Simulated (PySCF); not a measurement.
## Radial density of V+ (vanadium, charge +1)

UHF, [Ar] 3d3 4p1, one real determinant (an excited configuration). All numbers are calculated (PySCF 2.14, scalar relativity by spin-free X2C-1e, in x2c-TZVPPall with one added diffuse shell each of s, p, d, f type (7s6p5d3f1g, 80 functions)).

| r (bohr) | 4πr²ρ (e/bohr) | 4πr²(ρα − ρβ) |
| --- | --- | --- |
| 0.00125 | 0.2031 | 0.0000 |
| 0.00210 | 0.5186 | 0.0000 |
| 0.00354 | 1.306 | 0.0000 |
| 0.00595 | 3.159 | -0.0001 |
| 0.0100 | 7.122 | -0.0002 |
| 0.0168 | 14.22 | -0.0004 |
| 0.0283 | 23.24 | -0.0003 |
| 0.0477 | 27.45 | 0.0014 |
| 0.0802 | 22.34 | 0.0079 |
| 0.135 | 22.96 | 0.0318 |
| 0.227 | 29.65 | 0.1512 |
| 0.381 | 14.74 | 0.7103 |
| 0.642 | 10.16 | 1.8790 |
| 1.08 | 9.586 | 2.0946 |
| 1.82 | 2.047 | 0.9782 |
| 3.05 | 0.4405 | 0.4257 |
| 5.14 | 0.1503 | 0.1503 |
| 8.64 | 0.004943 | 0.0049 |

Densities and radii are taken from the X2C orbitals without a picture-change correction, which distorts them close to the nucleus.

⟨L²⟩ = 14.03 against 20 for a pure G term, so this real determinant mixes terms.
